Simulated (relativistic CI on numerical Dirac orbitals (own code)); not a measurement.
**V³⁺ in a cubic cluster: 3s photoemission with charge transfer**

Computed with a charge-transfer multiplet model of a cubic metal-ligand cluster with up to 2 ligand holes, Slater and spin-orbit integrals from Dirac-Coulomb-Breit ions, Slater integrals scaled by 0.7. The ground state mixes d2 with configurations of k ligand holes L, whose averages lie at kΔ + k(k − 1)U_dd/2; a core hole lowers each added d electron by U_cd. 20 K, Lorentzian 1.4 eV and Gaussian 0.8 eV FWHM.

Atomic integrals in eV (Slater integrals scaled, ζ unscaled), ground: F2dd 7.050, F4dd 4.418, zeta_d 0.024; with the core hole: F2dd 7.798, F4dd 4.918, zeta_d 0.030, G2cd 7.825.

Cluster parameters (eV): U_dd = 4.3, U_cd = 5.3, 10Dq = 1.6, 10Dq(ligand) = 1.3, V(eg) = 2.5, V(t2g) = -1.09, final-state hopping factor = 1.

| Case | n_d | d2 | d3L | d4L2 | S |
| --- | --- | --- | --- | --- | --- |
| Δ = 2.1 eV | 2.73 | 0.39 | 0.50 | 0.11 | 1.00 |
| Δ = 3.1 eV | 2.63 | 0.45 | 0.46 | 0.09 | 1.00 |
| Δ = 4.1 eV | 2.55 | 0.52 | 0.41 | 0.07 | 1.00 |

Weights, n_d and S are thermal averages at 20 K. Binding energies count from the first peak over 30 % of the highest in each spectrum, which can be another peak from case to case. The parameters are a model scan and need not match a compound or its usual spin state. Peaks in eV (height, largest 100):
- Δ = 2.1 eV: 0.0 (100), 4.6 (49), 11.0 (12), 15.7 (7)
- Δ = 3.1 eV: 0.0 (100), 4.7 (50), 10.8 (12), 15.1 (7)
- Δ = 4.1 eV: 0.0 (100), 4.7 (51), 9.2 (13), 14.6 (7)

For the case Δ = 3.1 eV, Δ = 3.1 eV is smaller than U_dd = 4.3 eV, the charge-transfer side of the Zaanen-Sawatzky-Allen scheme. With the core hole the configuration with one ligand hole lies at Δ − U_cd = -3.2, -2.2, -1.2 eV from the one without, in the order of the table; where this is negative the screened configuration lies lower, though the effective hopping of about 5.1 eV (from the holes of the mixed ground state) mixes the two strongly wherever it is as large as the gap.

With at most 2 ligand holes the space is cut while the next configuration still counts, so covalency is underestimated, and a final configuration with one more ligand hole, which can lie low, is missing from the spectra.

Without intra-shell correlation the exchange splitting of the 3s hole comes out too large.
